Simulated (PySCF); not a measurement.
Working out the ionisation energy of Se¹⁹⁺

Se¹⁹⁺ [Ne] 3s2 3p3 (4S) → Se²⁰⁺ [Ne] 3s2 3p2 (3P). Calculation: PySCF 2.14, in an uncontracted even-tempered set (17 s from 1.9 bohr⁻², ratio 2.5; 11 p from 2.4 bohr⁻², ratio 2.5; 5 d from 11 bohr⁻², ratio 2.7; 4 f from 17 bohr⁻², ratio 2.7); no relativity, point nucleus. Frozen: 1s2; the 18 highest virtual orbitals dropped. Energies in hartree (1 hartree = 27.21139 eV):

```tsv
part	Se¹⁹⁺ (lower)	Se²⁰⁺ (upper)
UHF	-2194.912723	-2165.816788
CCSD correlation	-0.496905	-0.485544
(T)	-0.002007	-0.002257
```

Problem. What does Hartree-Fock give?

Solution. (-2165.816788) − (-2194.912723) = 29.095935 hartree = 791.741 eV.

Problem. What do CCSD and CCSD(T) give?

Solution. The CCSD correlation energies differ by 0.011361 hartree = 0.309 eV and the triples by -0.000250 hartree = -0.007 eV, so CCSD gives 792.050 eV and CCSD(T) 792.043 eV.

Reference: 798 ± 3 eV (semi-empirical (NIST evaluation); NIST Atomic Spectra Database, ionization energies), between the lowest levels; spin-orbit coupling is absent from the calculation.

The calculation is non-relativistic.

What remains against the reference includes basis incompleteness, the frozen core and higher excitations.
